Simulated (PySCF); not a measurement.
B(Br)(Me)(NH2) (CH5BBrN), SMILES CB(N)Br.

Geometry optimised at B3LYP-D3(BJ)/def2-SVP. This is a generated structure with no PubChem entry under its InChIKey; it may be hypothetical. Other conformers were not sampled.

Calculation: PySCF 2.14.0 with B3LYP-D3(BJ)/def2-SVP.

Frequencies are harmonic and unscaled.

```
mode  ν (cm⁻¹)  IR (km/mol)   moving atoms (share of kinetic energy)
----  --------  -----------  ---------------------------------------
1          128          1.4                                   H 97 %
2          257          0.6  C 38 %, H 28 %, Br 13 %, N 11 %, B 10 %
3          306          1.4           N 43 %, H 27 %, Br 18 %, C 8 %
4          402          9.8                           B 56 %, H 41 %
5          511         24.4  B 31 %, H 23 %, C 18 %, N 15 %, Br 13 %
6          537        128.9                           H 81 %, N 18 %
7          602         33.0                                   H 89 %
8          840          4.6           H 48 %, C 23 %, N 17 %, B 11 %
9          854          0.6                           H 75 %, C 17 %
10         889         10.4                   H 59 %, B 21 %, C 20 %
11        1119        200.7                    B 49 %, H 37 %, N 9 %
12        1313         43.4                   H 68 %, C 16 %, B 12 %
13        1386         92.6                   H 47 %, B 36 %, C 10 %
14        1434          5.5                                   H 96 %
15        1453          6.8                           H 82 %, B 12 %
16        1594        181.9                   H 66 %, N 23 %, B 11 %
17        3026          5.2                                   H 97 %
18        3105          4.3                            H 91 %, C 9 %
19        3110         21.5                            H 91 %, C 9 %
20        3585         42.0                                   H 96 %
21        3689         31.9                            H 91 %, N 9 %
```
